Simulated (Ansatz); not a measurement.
Consider the redistribution: `B[SiH2]O` + `[CH3][AlH][CH2][GeH3]` → `B[SiH2][CH2][GeH3]` + `[CH3][AlH][OH]`.

Isolated molecules relaxed with PBE0-D4/def2-TZVP in Ansatz; ΔE leaves out vibrations. CBS: MP2 limit from def2 TZ/QZ plus the TZ coupled-cluster correction, frozen cores. Functionals use def2-TZVPP. B3LYP here is the variant with VWN-RPA as its local correlation; programs differ in this. For Ge outer-core shells are correlated without core-valence functions, which leaves a few kJ/mol of doubt a bond. Scalar relativity is left out up to krypton. Each species was taken in one conformer, which may not be the lowest.

`B[SiH2]O`:

Z-matrix (Å, degrees):
```
Si
O 1 1.655
B 1 2.005 2 116.3
H 1 1.500 2 111.2 3 -120.2
H 1 1.486 2 105.1 3 123.8
H 2 0.958 1 117.3 3 44.7
H 3 1.197 1 119.0 2 169.2
H 3 1.197 1 124.0 2 -13.6
```

`[CH3][AlH][CH2][GeH3]`:

```xyz
13

C     2.046   -0.491    0.996
Al    0.824   -0.852   -0.482
C    -0.426    0.508   -1.105
Ge   -2.021    0.638    0.021
H     3.077   -0.745    0.731
H     2.026    0.551    1.326
H     1.792   -1.116    1.860
H     0.798   -2.291   -1.162
H    -0.767    0.302   -2.124
H     0.038    1.500   -1.095
H    -1.626    1.047    1.454
H    -3.024    1.674   -0.521
H    -2.736   -0.727    0.101
```

`B[SiH2][CH2][GeH3]`:

Z-matrix (Å, degrees):
```
Si
C 1 1.874
B 1 2.010 2 116.4
H 1 1.495 2 109.3 3 -122.5
H 1 1.496 2 109.2 3 121.7
Ge 2 1.958 1 114.1 3 -179.7
H 2 1.094 1 109.5 3 -58.3
H 2 1.094 1 109.5 3 58.8
H 3 1.197 1 119.3 2 -178.7
H 3 1.197 1 123.6 2 1.5
H 6 1.539 2 109.9 1 -60.0
H 6 1.540 2 110.7 1 179.8
H 6 1.539 2 109.9 1 59.7
```

`[CH3][AlH][OH]`:

Z-matrix (Å, degrees):
```
C
Al 1 1.941
H 1 1.092 2 111.9
H 1 1.095 2 111.0 3 120.7
H 1 1.095 2 111.2 3 -121.1
O 2 1.701 1 117.6 3 -3.3
H 2 1.589 1 124.2 3 176.8
H 6 0.956 2 122.5 1 -179.8
```

| level | ΔE (kcal/mol) | difference from CCSD(T)/CBS |
| --- | --- | --- |
| PBE-D4 | -13.1 | 0.1 |
| r2SCAN-D4 | -13.0 | 0.2 |
| PBE0-D4 | -12.8 | 0.4 |
| B3LYP-D4 | -13.0 | 0.2 |
| ωB97X-V | -13.0 | 0.2 |
| ωB97M-V | -12.9 | 0.3 |
| B2PLYP | -13.1 | 0.1 |
| PBE | -12.9 | 0.3 |
| r2SCAN | -13.0 | 0.2 |
| PBE0 | -12.6 | 0.6 |
| B3LYP | -12.6 | 0.6 |
| HF/def2-TZVPP | -11.4 | 1.8 |
| MP2/def2-TZVPP | -13.7 | -0.5 |
| SCS-MP2/def2-TZVPP | -13.3 | -0.1 |
| CCSD/def2-TZVPP | -13.2 | 0.0 |
| CCSD(T)/def2-TZVPP | -13.4 | -0.2 |
| HF/def2-QZVPP | -11.3 | 1.9 |
| MP2/def2-QZVPP | -13.6 | -0.4 |
| SCS-MP2/def2-QZVPP | -13.2 | 0.0 |
| HF/CBS(def2) | -11.3 | 1.9 |
| MP2/CBS(def2) | -13.5 | -0.3 |
| CCSD/CBS(def2) | -13.0 | 0.2 |
| CCSD(T)/CBS | -13.2 | 0 |

Largest T1 diagnostic among the species: 0.012.

In def2-TZVPP, CCSD(T) changes the Hartree–Fock value by −2.0 kcal/mol (the triples alone add −0.2 kcal/mol) and MP2 by −2.3 kcal/mol.
